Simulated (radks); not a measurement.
The numbers below are computed, except where a source is named.
Coulomb parameter of the 4f shell of the ytterbium ion Yb3+ in the model configuration [Xe] 4f12 6p1, as a second difference U = [E(n + 0.5) + E(n - 0.5) - 2 E(n)] / (0.5)^2 with all orbitals relaxed. "Bare": the charge of the atom changes with n. "Screened": the 6p shell takes up the change at fixed total charge, which measures U(4f,4f) + U(6p,6p) - 2 U(4f,6p). Code: a radial shooting solver on a logarithmic mesh with Libxc functionals. Model: scalar-relativistic Kohn-Sham, r2SCAN, spin-unpolarised, spherical densities, finite nucleus; meta-GGA in the generalised Kohn-Sham scheme; Fermi nuclear charge, rms radius 5.3108 fm.

case               configuration  E - E(n) (eV)
start              [Xe] 4f12 6p1          0.000
bare +0.5        [Xe] 4f12.5 6p1        -21.615
bare -0.5        [Xe] 4f11.5 6p1         26.972
screened +0.5  [Xe] 4f12.5 6p0.5        -12.725
screened -0.5  [Xe] 4f11.5 6p1.5         15.301

U(bare) = 21.428 eV, U(screened by 6p) = 10.301 eV, against the Slater integral F0(4f,4f) = 36.207 eV with frozen orbitals.
